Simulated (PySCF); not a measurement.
How methods differ on the interval between two levels of Cl³⁺

Cl³⁺ [Ne] 3s2 3p2 [3P2, M_J = 2] → Cl³⁺ [Ne] 3s1 3p2 4s1 [5P3, M_J = 3], as a difference of total energies. Computed with PySCF 2.14 in x2c-TZVPall-2c with one added diffuse shell each of s, p type (6s7p2d1f, 44 functions), with the two-component X2C-1e Hamiltonian. Correlated levels: [Ne] frozen. "Screened" scales the spin-orbit matrix elements by Boettger's factors to mimic the two-electron term; Breit and QED terms are absent.

```tsv
method	interval between two levels (cm⁻¹)
GHF (spin-free)	282740
GMP2 (spin-free)	293970
GHF (screened spin-orbit)	282820
GMP2 (screened spin-orbit)	294040
```

The labels give the starting determinants; with spin-orbit coupling the two ends relaxed to ⟨J²⟩ = 6.01, ⟨L²⟩ = 2.02, ⟨S²⟩ = 2.00 and ⟨J²⟩ = 12.00, ⟨L²⟩ = 2.01, ⟨S²⟩ = 6.00.
